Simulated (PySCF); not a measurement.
Coordinates in bohr (charge 0 multiplicity 1):
```
Pr    0.0000    0.0000   -0.0252
H     3.7330    0.0000    1.1760
H    -1.8665    3.2329    1.1760
H    -1.8665   -3.2329    1.1760
```

Computed with PBE0/[Pr lcecp-1-TZVP with ECP48, H def2-TZVP], scalar-relativistic core potentials, density fitting, no spin–orbit coupling, PySCF.

This geometry of PrH₃ is a stationary point at this level.

(1) What is the point group?

(2) Is it a minimum?

(3) What are the dipole moment and the gap between the highest occupied and lowest empty levels?

(4) Give the atomic charges and bond orders.

(5) Give the ideal-gas entropy at 298.15 K and 1 bar by parts.

## Answers

(1) C3v.

(2) Yes: all harmonic wavenumbers are real.

(3) 4.71 D and 4.82 eV.

(4) 
```json
{"atom": "Pr1", "Mulliken": "0.87", "Löwdin": "0.61", "polar tensor": "1.66", "Mayer order to Pr1": "–"}
{"atom": "H2,3,4", "Mulliken": "-0.29", "Löwdin": "-0.20", "polar tensor": "-0.55", "Mayer order to Pr1": "0.91"}
```

(5) translation 170.8, rotation 65.9, vibration 10.9, spin 0.0; total 247.7 J/(mol K).

Only a few start shapes were tried, so a lower isomer may exist. The 4f shell sits in the core potential, so its spin is not counted.
